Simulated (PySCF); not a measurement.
Ge⁺ (germanium, charge +1) across methods

[Ar] 3d10 4s2 4p1, 2P determinant. All numbers are calculated (PySCF 2.14, scalar relativity by spin-free X2C-1e, in aug-cc-pVQZ-DK (8s7p5d3f2g, 93 functions)). The B2PLYP total includes its PT2 part (frozen core); its orbital energies are those of the SCF part.

```tsv
method	E (hartree)	mean ε 4s α (eV)	mean ε 4s β (eV)	mean ε 4p α (eV)	Σ⟨r²⟩ (bohr²)	⟨S²⟩
r2SCAN	-2098.411	-20.499	-19.573	-12.080	27.92	0.755
LC-wPBE	-2098.188	-24.570	-23.188	-15.554	27.91	0.755
PBE0	-2098.176	-21.448	-20.315	-12.816	28.05	0.753
BLYP	-2098.551	-20.046	-19.388	-11.493	28.12	0.751
CAM-B3LYP	-2098.577	-23.044	-21.947	-14.063	28.07	0.753
LDA	-2095.139	-20.405	-19.679	-11.700	27.96	0.751
PBE	-2098.150	-20.127	-19.318	-11.694	28.09	0.752
UHF	-2096.78484	-24.573	-22.270	-15.579	28.46	0.760
```

(1) Estimate the same row for B2PLYP.

Results:

(1) E (hartree) = -2098.014; mean ε 4s α (eV) = -22.639; mean ε 4s β (eV) = -21.205; mean ε 4p α (eV) = -13.740; Σ⟨r²⟩ (bohr²) = 28.20; ⟨S²⟩ = 0.754.
